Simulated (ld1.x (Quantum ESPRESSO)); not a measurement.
## u(r) = r·R(r): atom against pseudo-atom (rhenium (Re))

Columns: radius, all-electron u(r) and pseudo u(r) of the 5d shell (level -6.23 eV) of rhenium in the configuration [Kr] 4d10 4f14 5s2 5p6 5d5 6s1.5 6p0.5; PW91, scalar-relativistic, RRKJ scheme, ld1.x (Quantum ESPRESSO) 7.5.

```
r (bohr)  all-electron  pseudo
   0.100        0.2276  0.0011
   0.200        0.0263  0.0087
   0.300       -0.2759  0.0293
   0.400       -0.3470  0.0687
   0.500       -0.2310  0.1305
   0.600       -0.0345  0.2150
   0.700        0.1724  0.3176
   0.800        0.3560  0.4295
   0.900        0.5042  0.5388
   1.000        0.6155  0.6337
   1.100        0.6934  0.7059
   1.200        0.7432  0.7524
   1.300        0.7704  0.7756
   1.400        0.7800  0.7816
   1.500        0.7764  0.7765
   1.600        0.7631  0.7631
   1.700        0.7427  0.7427
   1.800        0.7176  0.7176
   1.900        0.6894  0.6894
   2.000        0.6593  0.6593
   2.100        0.6282  0.6282
   2.200        0.5968  0.5968
   2.300        0.5657  0.5657
   2.400        0.5352  0.5352
   2.500        0.5055  0.5055
   2.600        0.4767  0.4767
```

(1) How many radial nodes do the two functions have?

(2) At about which radius was the pseudo-wave matched?

(3) Is the pseudo-wave norm-conserving?

## Answers

(1) The all-electron 5d function has n − l − 1 = 2; the pseudo-wave has 0, since the states of the same l below it are removed with the core.

(2) 1.55 bohr, where the columns begin to agree (steps of 0.10 bohr).

(3) Yes: the RRKJ scheme keeps the norm inside the radius equal to the all-electron one, which fixes the energy derivative of the logarithmic derivative at the level.
